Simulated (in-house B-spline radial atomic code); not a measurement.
Computed with a B-spline radial atomic code. Model: two electrons, singlet ground state, non-relativistic, full CI in B-splines with partial waves to l = 8 (at full coupling up to 3e-4 hartree above the limit, correlation up to 0.6 % small), density held at that of full coupling by Lieb maximisation.

Along the adiabatic connection the electron repulsion is scaled by a coupling λ while a local potential keeps the density fixed. At λ = 0 the system is the Kohn-Sham one and W equals the exchange energy; the exchange-correlation energy is the area under W between 0 and 1. The kinetic energy rises with λ as the electrons avoid each other, with dT/dλ = −λ dW/dλ.

Command:
```bash
python run_ac.py task.json out
```
Settings (lengths in bohr, energies in hartree):
```
potential              yukawa
strength               4.13
lmax                   8
second                 1.75
```

Run time, properties included: 34 s on 1 thread of Intel(R) Xeon(R) Processor @ 2.30GHz (shared host).

**W = mean repulsion less Hartree energy, and W of three functionals.**

Given: confinement screened point charge; nuclear charge 4.13; screening of the nucleus 1.75 1/bohr; external potential -Z exp(-k r)/r.

Computed: PBE exchange minus exact 9.3765 millihartree; SCAN exchange minus exact -17.475 millihartree.

```
coupling  W xc (hartree)  W xc minus exchange (millihartree)  kinetic minus Kohn-Sham (millihartree)  LDA (PW92) W minus its exchange (millihartree)  PBE W minus its exchange (millihartree)  SCAN W minus its exchange (millihartree)
       0         -1.9842                                   0                                       0                                               0                                        0                                         0
    0.02         -1.9862                               -1.99                                       0                                          -13.42                                    -1.68                                     -1.82
    0.05         -1.9891                              -4.957                                     0.1                                          -28.03                                    -4.22                                      -4.5
    0.12          -1.996                             -11.798                                     0.7                                          -54.98                                   -10.21                                    -10.63
    0.25         -2.0084                             -24.206                                       3                                          -94.05                                   -21.37                                    -21.59
     0.4               ?                                   ?                                       ?                                               ?                                        ?                                         ?
     0.6           -2.04                             -55.811                                    16.4                                         -171.15                                    -50.8                                    -49.04
     0.8          -2.057                             -72.776                                    28.2                                         -205.96                                   -66.97                                    -63.62
       1         -2.0732                             -89.006                                    42.8                                         -236.71                                   -82.61                                    -77.51
     1.4         -2.1036                             -119.43                                    79.2                                         -289.64                                  -112.29                                    -103.5
       2         -2.1448                             -160.56                                   148.9                                         -354.66                                  -153.02                                   -138.67
       3               ?                                   ?                                       ?                                               ?                                        ?                                         ?
     4.5         -2.2734                             -289.23                                     555                                         -534.48                                  -285.21                                   -251.39
       7         -2.3584                             -374.19                                  1036.8                                         -646.38                                  -378.02                                   -330.04
      10         -2.4284                             -444.24                                  1625.7                                         -739.77                                  -459.66                                   -398.49
```

(1) What belongs in the row 0.4?

(2) What belongs in the row 3?

(3) What is the LDA exchange minus exact?

**Energy parts, natural occupations and partial-wave weights.**

Computed: total energy -4.2406 hartree; exchange energy -1.9842 hartree; correlation energy -0.046194 hartree; kinetic part of the DFT correlation energy 0.042812 hartree; initial slope twice GL2 -0.099729 hartree; kinetic part over minus potential part 0.481; Kohn-Sham kinetic 11.167 hartree.

| natural | occupation of the shell (electrons) |
| --- | --- |
| s | 1.9945 |
| s | 0.0029556 |
| p | ? |
| d | 0.00010958 |
| p | 9.8443e-05 |
| s | 6.7422e-05 |

(4) What belongs in the row p?

| wave | weight |
| --- | --- |
| s | 0.99879 |
| p | ? |
| d | 6.2768e-05 |
| f | 9.1368e-06 |
| g | 2.1443e-06 |

(5) What belongs in the row p?

(6) What is the Lieb Oxford ratio E_xc over LDA exchange?

(7) What is the Hartree energy?

Results:

(1) W xc (hartree): -2.0223; W xc minus exchange (millihartree): -38.062; kinetic minus Kohn-Sham (millihartree): 7.5; LDA (PW92) W minus its exchange (millihartree): -130.51; PBE W minus its exchange (millihartree): -34.14; SCAN W minus its exchange (millihartree): -33.68.

(2) W xc (hartree): -2.2033; W xc minus exchange (millihartree): -219.15; kinetic minus Kohn-Sham (millihartree): 294.4; LDA (PW92) W minus its exchange (millihartree): -439.47; PBE W minus its exchange (millihartree): -212.23; SCAN W minus its exchange (millihartree): -189.3.

(3) 266.94 millihartree.

(4) occupation of the shell (electrons): 0.002168.

(5) weight: 0.0011388.

(6) 1.1823.

(7) 3.9684 hartree.

Half-way to full coupling W has made 53 % of its drop, against 50 % for a straight line, and second-order (GL2) theory, half the initial slope, overshoots the correlation energy by about 8 %: correlation is weak here. Over couplings 0 to 1 the errors in E_xc come to about +171 millihartree for LDA, +13 millihartree for PBE, -12 millihartree for SCAN, so SCAN is nearest. In LDA and SCAN the errors of exchange and correlation have opposite signs, so the sum is smaller than the larger of the two.
